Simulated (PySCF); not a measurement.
Fe¹¹⁺: ionisation energy

Fe¹¹⁺ [Ne] 3s2 3p3 (4S) → Fe¹²⁺ [Ne] 3s2 3p2 (3P), as a difference of total energies. Computed with PySCF 2.14 in an even-tempered Gaussian basis (17 s from 0.69 bohr⁻², ratio 2.5; 11 p from 0.9 bohr⁻², ratio 2.5; 5 d from 5 bohr⁻², ratio 2.7; 4 f from 7.5 bohr⁻², ratio 2.7), with no relativity, point nucleus. Correlated levels: outer shells: 1s2 frozen; virtual orbitals above 40 to 60 times the deepest correlated orbital energy dropped. The calculations carry no spin-orbit coupling.

| method | ionisation energy (eV) |
| --- | --- |
| UHF | 327.33 |
| LDA | 328.15 |
| PBE | 328.10 |
| PBE0 | 328.22 |
| r2SCAN | 328.59 |
| M06-L | 328.57 |
| TPSSh | 328.28 |
| MP2 (outer shells) | 327.89 |
| SCS-MP2 (outer shells) | 327.67 |

How much does correlation contribute at MP2 (outer shells)?

327.89 − (327.33) = 0.56 eV, measured against UHF.

A first-order spin-orbit estimate (lowest level to lowest level, LS coupling) adds -1.367 eV.

These non-relativistic numbers lack the scalar-relativistic shift.

For comparison: 330.8 ± 0.6 eV (semi-empirical (NIST evaluation); NIST Atomic Spectra Database, ionization energies).
